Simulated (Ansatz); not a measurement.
# Two structures, one formula

The two ends of one reaction step of GaSiH₅O, singlet (PBE0-D4/def2-TZVP).

A:

```
8
angstrom
Ga -1.8152 0.8592 -0.2493
Si 1.0953 -0.5275 0.1346
O -1.3808 -0.1306 -1.4934
H 0.2016 0.4277 0.8876
H -2.3162 1.7945 0.8458
H 1.4955 0.0807 -1.1493
H 0.4248 -1.8370 0.0147
H 2.2952 -0.6669 1.0094
```

B:

```tsv
atom	x (Å)	y (Å)	z (Å)
Ga1	-1.0731	0.4738	0.1956
Si2	1.1233	-0.4818	0.4852
O3	-1.6880	0.7090	-1.4715
H4	-1.0792	0.4285	-2.1577
H5	-2.0984	0.9445	1.2780
H6	1.7617	-0.7887	-0.8246
H7	1.0444	-1.7448	1.2705
H8	2.0094	0.4596	1.2245
```

Computed with Ansatz 0.2.0 (basis: def2-TZVPP); correlated methods freeze the cores. Filled d shells of the heavier atoms are correlated. The def2 sets are not built for correlating such inner shells, so the correlated values are less sure here. B3LYP uses VWN-RPA correlation.

Question: Which structure is lower at CCSD(T), and by how much? (An estimate is asked for; the value comes from the calculation.)

Answer: Computed: B, by 189.8 kJ/mol (electronic energy, against the other). By their contacts, A is a complex of GaHO ([O][GaH]) + SiH₄ and B is GaSiH₅O ([OH][GaH][SiH3]).

All methods give the same order:

```tsv
method	E(B) − E(A) (kJ/mol)
SPW92	-192.2
PBE-D4	-178.5
BLYP-D4	-160.3
r2SCAN-D4	-190.1
B97M-V	-189.9
PBE0-D4	-207.6
B3LYP-D4	-186.5
r2SCAN0-D4	-213.3
BHLYP-D4	-216.5
CAM-B3LYP-D4	-198.2
wB97X-V	-203.9
wB97M-V	-199.2
B2PLYP	-178.2
PBE-QIDH	-206.1
RPA on PBE	-175.0
HF	-244.3
MP2	-174.2
CCSD	-204.3
CCSD(T)	-189.8
```

T1 diagnostic: at most 0.024.

Labels in which every atom is bracketed show which atoms are joined, not bond orders.

For scale, one of the runs: CCSD(T)/def2-TZVPP, 191 basis functions, launched by `ansatz run in.yaml --threads 4 --pin off --events-out ev --progress --plain --max-ram 9574MiB`. The run took 55 s on 4 CPU threads of an Intel Xeon (shared host), with 2 GiB of host memory at its peak.
